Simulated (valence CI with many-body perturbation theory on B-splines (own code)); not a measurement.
Results of a calculation; reference values are marked as such.
A CI+MBPT run for As¹⁰⁺

Level of theory: valence CI with perturbative core correlation (CI+MBPT): five valence electrons over a frozen Dirac-Fock core [Ar], radial functions for each j: 6 s, 6 p, 5 d, 5 f, 1 g, with the one-electron correlation potential Σ1 (screened to all orders), the two-electron term Σ2, the three-electron term Σ3, Breit, model QED; selected single and double excitations, second order for the rest, scaled by the run's own slope (own B-spline code, finite nucleus).

Command, and the settings that its task file holds:

```sh
python run_cv.py task.json out
```

```
atom As  Z=33  mass_number=75  rms_radius_fm=4.0968
core [Ar]
valence 3d5
avg = 1
basis = S
breit = 1
cap = 10000
capref = 1200
cscale = 1
de = 0.0
dress = 0
eps = 2e-08
extrap = 1
h = 0.27
hh = 1
l2 = 3
lcore = 6
maxit = 60
n2 = 5
natural = 1
nlev = 20
nno = [3, 3, 3, 3, 1]
nroot = 26
nsp = [3, 3, 2, 2, 0]
pt2 = 1
qed = 1
rmax = 2.2
rpa = 1
s1 = 1
s2 = 1
s3 = 1
screen = 1
tol = 2e-05
whole = 1
```

It took 42 s on 1 thread of Arm Neoverse V1, on a shared host.

Log. The first blocks belong to the next ion, which gives the ionisation energy. Fields: 2J, parity (1 odd), roots, reference size, generating configurations, candidates as configurations/state functions, variational space P, stored matrix elements, Davidson steps; e2 is the range of second-order energies in hartree. The first line gives the box (bohr), its intervals, the orbitals and the steps of their self-consistent field. Window is the range of levels sought, series limit the energy at which the first omitted orbital would enter, core excitation an estimate of the first excitation out of the core, left out the lowest levels not solved, and shifts from estimates the range by which levels moved from their first estimate, all in cm⁻¹.

```
rmax 2.2 intervals 57 orbitals 40 references ['3d5', '3d4 4s', '3d4 4p'] scf 6 t 0.8
2J=0 par=0 roots 2 ref 17 generators 7 cand 492/982 P 505/999 nnz 0 it 0
2J=0 par=0 roots 2 ref 17 generators 12 cand 1000/2194 P 1505/3193 nnz 1.3e+06 it 6
   second order: generators 26 cand 7439/16967 e2 -0.00005 -0.00002
2J=2 par=0 roots 2 ref 36 generators 5 cand 179/928 P 194/964 nnz 0 it 0
2J=2 par=0 roots 2 ref 36 generators 12 cand 821/4016 P 1015/4980 nnz 4.5e+06 it 6
   second order: generators 19 cand 5005/31770 e2 -0.00017 -0.00009
2J=4 par=0 roots 2 ref 51 generators 6 cand 121/899 P 137/950 nnz 0 it 0
2J=4 par=0 roots 2 ref 51 generators 13 cand 608/4036 P 745/4986 nnz 5.5e+06 it 9
   second order: generators 21 cand 5330/47118 e2 -0.00050 -0.00023
reference levels 280, estimated 31, window 106914 1/cm; series limit 952986, core excitation 686871
2J=5 par=0 roots 8 ref 24 generators 5 cand 57/954 P 245/3446 nnz 2.9e+06 it 8
2J=5 par=0 roots 8 ref 24 generators 6 cand 549/6528 P 794/9974 nnz 2.1e+07 it 8
   second order: generators 40 cand 20983/679509 e2 -0.00138 -0.00045
2J=11 par=0 roots 3 ref 7 generators 3 cand 65/915 P 300/3313 nnz 2.7e+06 it 6
2J=11 par=0 roots 3 ref 7 generators 3 cand 722/6653 P 1022/9966 nnz 2.2e+07 it 8
   second order: generators 22 cand 14963/485108 e2 -0.00029 -0.00022
2J=7 par=0 roots 5 ref 20 generators 3 cand 54/776 P 226/3187 nnz 2.5e+06 it 5
2J=7 par=0 roots 5 ref 20 generators 3 cand 528/6813 P 754/10000 nnz 2.2e+07 it 7
   second order: generators 34 cand 20211/704447 e2 -0.00134 -0.00092
2J=9 par=0 roots 4 ref 14 generators 3 cand 53/804 P 249/3293 nnz 2.7e+06 it 7
2J=9 par=0 roots 4 ref 14 generators 3 cand 604/6461 P 853/9754 nnz 2.1e+07 it 8
   second order: generators 36 cand 20217/670101 e2 -0.00091 -0.00069
2J=3 par=0 roots 5 ref 19 generators 3 cand 72/801 P 303/3316 nnz 2.6e+06 it 5
2J=3 par=0 roots 5 ref 19 generators 3 cand 700/6488 P 1003/9804 nnz 1.9e+07 it 10
   second order: generators 34 cand 20263/507580 e2 -0.00064 -0.00048
2J=1 par=0 roots 3 ref 13 generators 3 cand 159/946 P 567/3458 nnz 2.6e+06 it 5
2J=1 par=0 roots 3 ref 13 generators 3 cand 919/4842 P 1486/8300 nnz 1.3e+07 it 6
   second order: generators 30 cand 16976/251579 e2 -0.00026 -0.00019
2J=13 par=0 roots 1 ref 3 generators 1 cand 132/924 P 407/3386 nnz 2.8e+06 it 4
2J=13 par=0 roots 1 ref 3 generators 2 cand 750/5469 P 1157/8855 nnz 1.6e+07 it 6
   second order: generators 13 cand 14695/369100 e2 -0.00014 -0.00014
left out: unestimated 163693, estimated 121365, shifts from estimates -282 to 75
operators 1.2
```

The Davidson iterations converged. The settings are bad on purpose, so the numbers may not be properties of the ion.

No measured levels were compared; by estimate terms of the open shell hold to 2 to 4 % of their energy, and close levels can change places. Among the levels kept, up to 310 cm⁻¹ of a level comes from second order outside the variational space, and about a tenth of that is noise between levels of different J, which matters for small intervals. Only levels of the ground parity were solved; by the run's estimate the other parity begins above the list, which can be wrong where configurations are misplaced.

```
Valence energy                            : -69.22943 hartree
Ionisation energy                         : 294.82 eV (NIST: 296 ± 2.4 eV (theoretical))
Reference configurations for the orbitals : 3d5, 3d4 4s, 3d4 4p
Radial orbitals                           : 40
Box radius                                : 2.2 bohr
Largest variational space                 : 10000
Lowest levels                             : 3d⁵ ⁶S_5/2 0.0, 3d⁵ ⁴G_5/2 62405, 3d⁵ ⁴G_11/2 62639, 3d⁵ ⁴G_7/2 62855, 3d⁵ ⁴G_9/2 63029, 3d⁵ ⁴P_5/2 68243, 3d⁵ ⁴P_3/2 69447, 3d⁵ ⁴P_1/2 70703, 3d⁵ ⁴D_7/2 75963, 3d⁵ ⁴D_1/2 77627, 3d⁵ ⁴D_5/2 78562, 3d⁵ ⁴D_3/2 78688, 3d⁵ ²I_11/2 90444, 3d⁵ ²I_13/2 91092 cm⁻¹
```

Names give the largest LS component (configuration and term), which can be under half, so a name can repeat, a term be missing and a line seem to break the LS rules; names also repeat where a configuration has a term twice.
